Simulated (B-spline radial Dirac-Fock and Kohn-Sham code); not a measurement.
Atomic iodine: differential elastic cross section for electrons at 18.6 keV

Model: relativistic (Dirac) partial waves in the static field of the Dirac-Fock atom with Furness-McCarthy exchange, without polarisation or absorption potentials. Program: a radial B-spline solver.

```tsv
θ (°)	dσ/dΩ (Å²/sr)	Sherman function
5	3.37	0.000
10	0.416	0.000
15	0.117	0.001
20	0.0454	0.003
25	0.0222	0.007
30	0.0126	0.011
35	0.00779	0.015
40	0.00514	0.017
45	0.00356	0.016
50	0.00257	0.012
55	0.00193	0.004
60	0.00150	-0.007
65	0.00119	-0.021
70	0.000972	-0.037
75	0.000809	-0.054
80	0.000686	-0.072
85	0.000592	-0.090
90	0.000518	-0.106
95	0.000459	-0.120
100	0.000412	-0.132
105	0.000374	-0.141
110	0.000343	-0.147
115	0.000317	-0.149
120	0.000296	-0.149
125	0.000279	-0.146
130	0.000265	-0.141
135	0.000253	-0.133
140	0.000243	-0.123
145	0.000234	-0.111
150	0.000228	-0.098
155	0.000222	-0.083
160	0.000218	-0.068
165	0.000215	-0.051
170	0.000213	-0.035
175	0.000211	-0.017
```

The total elastic cross section is 0.538 Å², the first transport cross section 0.0103 Å² and the second, weighted with (3/2) sin²θ, 0.0211 Å². The mean deflection is ⟨1 − cos θ⟩ = 0.0191, and 0.37 % of the collisions scatter beyond 90°.

Phase shifts modulo π (rad) for κ = −1 to −5: 1.182, 0.022, -0.673, -1.132, -1.456.

Values without a named source are computed, but for edge energies of neutral atoms, which are taken from tables.
